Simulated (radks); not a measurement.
Coulomb parameter of the 5d shell of neutral osmium in the model configuration [Xe] 4f14 5d4.5 6s2 6p1.5, as a second difference U = [E(n + 0.25) + E(n - 0.25) - 2 E(n)] / (0.25)^2 with all orbitals relaxed. "Bare": the charge of the atom changes with n. "Screened": the 6p shell takes up the change at fixed total charge, which measures U(5d,5d) + U(6p,6p) - 2 U(5d,6p). Calculated with a radial shooting solver on a logarithmic mesh with Libxc functionals: Dirac Kohn-Sham, LDA (Slater exchange, Perdew-Wang correlation), spin-unpolarised, spherical densities, finite nucleus; open shells are shared between the two j in proportion to 2j + 1; Fermi nuclear charge, rms radius 5.4126 fm.

case                          configuration  E - E(n) (eV)
start             [Xe] 4f14 5d4.5 6s2 6p1.5          0.000
bare +0.25       [Xe] 4f14 5d4.75 6s2 6p1.5         -2.585
bare -0.25       [Xe] 4f14 5d4.25 6s2 6p1.5          3.165
screened +0.25  [Xe] 4f14 5d4.75 6s2 6p1.25         -2.020
screened -0.25  [Xe] 4f14 5d4.25 6s2 6p1.75          2.166

U(bare) = 9.273 eV, U(screened by 6p) = 2.334 eV, against the Slater integral F0(5d,5d) = 14.461 eV with frozen orbitals. The step up makes a negative ion, whose loosely bound charge lowers the bare value.
